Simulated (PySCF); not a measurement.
B(AsH2)(F)2 (AsBF2H2), SMILES FB(F)[AsH2].

Coordinates come from a B3LYP-D3(BJ)/def2-SVP optimisation.

Method: ωB97X/def2-TZVPD run with PySCF.

Gas-phase values at a fixed geometry.

Estimate the frontier levels, gap, dipole moment and polarisability. (Estimate from the structure and the level; the computed values follow.)


| Quantity | Result |
|---|---|
| highest occupied level | -10.21 eV |
| lowest empty level | 1.25 eV |
| orbital gap | 11.46 eV |
| dipole moment | 0.97 D |
| quadrupole, principal values (traceless, Buckingham form, about the centre of nuclear charge) | -3.15, -0.15, 3.30 D·Å |
| mean static polarisability | 47.7 bohr³ (7.07 Å³) |
| polarisability, principal values | 43.1, 45.8, 54.2 bohr³ |
